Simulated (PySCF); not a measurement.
1,1-difluorobut-2-yne (C₄H₄F₂), SMILES CC#CC(F)F.

The structure is a stationary point at r2SCAN-D4/def2-SVP.

All values below come from HF/def2-TZVP (PySCF).

The molecule is in vacuum.

```json
{
 "total_energy": "-352.75674 hartree",
 "highest_occupied_level": "-10.91 eV",
 "lowest_empty_level": "3.54 eV",
 "orbital_gap": "14.45 eV",
 "dipole_moment": "3.27 D",
 "quadrupole, principal values (traceless, Buckingham form, about the centre of nuclear charge)": "-6.47, -2.60, 9.07 D·Å",
 "mean_static_polarisability": "45.4 bohr³ (6.73 Å³)",
 "polarisability_principal_values": "34.5, 35.5, 66.2 bohr³"
}
```
